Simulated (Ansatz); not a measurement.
HBr2Sb, singlet, geometry from GFN2-xTB (core potentials on Sb); R2SCAN/def2-QZVP in Ansatz (a quantum-chemistry and plane-wave program).

Ansatz was given this input:
Ansatz 0.2 input:
```yaml
crystal:
  periodic: [false, false, false]
  atoms:
    - {symbol: Sb, position_ang: [-0.31428372, -0.47969146, 0.77349678]}
    - {symbol: H, position_ang: [-1.07395645, -1.57898426, -0.30086418]}
    - {symbol: Br, position_ang: [1.80755206, -0.68706950, -0.58090525]}
    - {symbol: Br, position_ang: [-1.31891131, 1.43116232, -0.53759393]}
basis:
  gaussian:
    orbitals: def2-QZVP.json
hamiltonian:
  xc: r2scan
```
The basis file holds def2-QZVP in the JSON format of the Basis Set Exchange.

What the program printed (banner, timings and long lists left out):

```
Functional definition: r2SCAN
1309 factors; their error is unknown
mean field evaluation 1: about -146652.7548 eV, gradient 1.6e1 eV
mean field evaluation 2: about -146651.6201 eV, gradient 2.6e1 eV
mean field evaluation 4: about -146653.5227 eV, gradient 1.6e0 eV
mean field evaluation 8: about -146653.5077 eV, gradient 4.8e-2 eV
mean field evaluation 16: about -146653.5077 eV, gradient 3.5e-5 eV
mean field -146653.50774518 eV, -5389.4170043175 hartree, gradient 3.5e-5 eV, S^2 0.000000; 0 other end points of the search recorded, 0 dependent functions left out
reference -146653.50775651 eV, -5389.4170047339 hartree; 47, 47 occupied and 215, 215 virtual orbitals, 1309 factors
Total energy: -146653.50775651 eV, -5389.4170047339 hartree
```
